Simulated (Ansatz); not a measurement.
Start from `Cl[CH2][AlH][SeH]` and change one atom or group to get `[AlH2][CH2]Cl`.

Ansatz, PBE0-D4/def2-TZVP geometries, multiplicity 1. Each molecule was computed in one conformer, which needn't be the lowest.

Scalar relativity is left out up to krypton.

```
                                          property  `Cl[CH2][AlH][SeH]`
size of the dipole moment (ωB97M-V/def2-TZVPP) / D                 1.79
    size of the dipole moment (PBE/def2-TZVPP) / D                 1.58
                 LUMO energy (PBE/def2-TZVPP) / eV                -2.05
                HOMO energy (PBE0/def2-TZVPP) / eV                -7.43
             HOMO–LUMO gap (B3LYP/def2-TZVPP) / eV                 5.67
  size of the dipole moment (B3LYP/def2-TZVPP) / D                 1.72
```

(1) What does the change do to each property? (An estimate is asked.)

## Answers

(1) The calculation gave: 
```
                                          property  `[AlH2][CH2]Cl`  shift
size of the dipole moment (ωB97M-V/def2-TZVPP) / D             1.72  -0.07
    size of the dipole moment (PBE/def2-TZVPP) / D             1.62   0.04
                 LUMO energy (PBE/def2-TZVPP) / eV            -2.42  -0.37
                HOMO energy (PBE0/def2-TZVPP) / eV            -7.55  -0.12
             HOMO–LUMO gap (B3LYP/def2-TZVPP) / eV             5.44  -0.23
  size of the dipole moment (B3LYP/def2-TZVPP) / D             1.71  -0.01
```

With PBE0 the HOMO falls by 0.12 eV and the LUMO falls by 0.33 eV, so the gap narrows by about 0.21 eV. PBE moves the HOMO by 0.09 eV and ωB97M-V by -0.21 eV. Dipoles are sizes alone; their direction can turn.

B3LYP here is the variant with VWN-RPA as its local correlation; programs differ in this.

Spin–orbit coupling is left out; it splits and shifts lone-pair levels of the heavy atoms by tenths of an eV.
